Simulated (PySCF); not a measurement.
Vertical excitations of a molecule C₂H₁₀Si₂ from PySCF with TDA-PBE/def2-SVPD, as energy in eV (oscillator strength): 6.50 (0.022), 6.83 (0.015), 6.87 (0.014), 6.90 (0.024), 7.18 (0.100), 7.25 (0.015), 7.31 (0.030), 7.43 (0.084), 7.49 (0.065), 7.57 (0.036). Lowest triplet (TDA): 5.85 eV. Geometry optimised at ωB97X-D3(BJ)/def2-SVP. Other conformers were not sampled.

Task: Pick the molecule that these values belong to.
A) CC[SiH2][SiH3]
B) C[SiH](C)[SiH3]
C) C[SiH2]C[SiH3]
D) C[SiH2][SiH2]C

Result: A, CC[SiH2][SiH3]
